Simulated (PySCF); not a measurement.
## Working out the ionisation energy of Se

Se [Ar] 3d10 4s2 4p4 (3P) → Se⁺ [Ar] 3d10 4s2 4p3 (4S). All numbers are calculated (PySCF 2.14, the non-relativistic Hamiltonian (point nucleus), in 6-31G* (5s4p3d, 32 functions)). Frozen: [Ar] 3d10. Energies in hartree (1 hartree = 27.21139 eV):

```csv
part,Se (lower),Se⁺ (upper)
UHF,-2399.523431,-2399.210348
CCSD correlation,-0.085204,-0.071075
(T),-0.001101,-0.000697
```

What does Hartree-Fock give?

(-2399.210348) − (-2399.523431) = 0.313083 hartree = 8.519 eV.

What do CCSD and CCSD(T) give?

The CCSD correlation energies differ by 0.014129 hartree = 0.384 eV and the triples by 0.000404 hartree = 0.011 eV, so CCSD gives 8.903 eV and CCSD(T) 8.914 eV.

Measured between the centres of the two terms (NIST): 9.635 eV, so CCSD(T) (valence) is off by -0.721 eV.

The calculation is non-relativistic.

What remains against the reference includes basis incompleteness, the frozen core and higher excitations.
